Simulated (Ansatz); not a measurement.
A made-up structure of ZnBHS, closed shell:

```xyz
4
angstrom
S -3.0149 1.2393 0.2729
B 0.9542 -0.3922 -0.0863
Zn -0.9226 0.3794 0.0836
H 2.0140 -0.8280 -0.1824
```

It is relaxed with PBE-D4/def2-SVP and then PBE0-D4/def2-TZVP (Ansatz 0.2.0). Atoms count as bonded within 1.22 times the sum of their covalent radii (H–H: 0.88 Å). The end point is not checked to be a true minimum.

Problem. Does its bonding change? (Judge from chemistry; the calculation decides.)

Solution. The calculation gives: No: no bond forms or breaks.

Where it ends: The first stage lowers the energy by 0.40 eV in 5 steps. It ends as ZnBHS ([BH][Zn][S]):
| atom | x (Å) | y (Å) | z (Å) |
| --- | --- | --- | --- |
| S1 | -2.8251 | 1.1614 | 0.2558 |
| B2 | 0.8552 | -0.3516 | -0.0774 |
| Zn3 | -0.9516 | 0.3912 | 0.0862 |
| H4 | 1.9523 | -0.8026 | -0.1768 |

Labels in which every atom is bracketed show which atoms are joined, not bond orders.

For scale, one of the runs: PBE0-D4/def2-TZVP relaxation, 122 basis functions, launched by `ansatz run in.yaml --threads 2 --pin off --events-out ev --progress --plain --max-ram 4352MiB`. Hardware: 2 CPU threads of an Arm Neoverse V2, shared host. Wall time about 13 s.
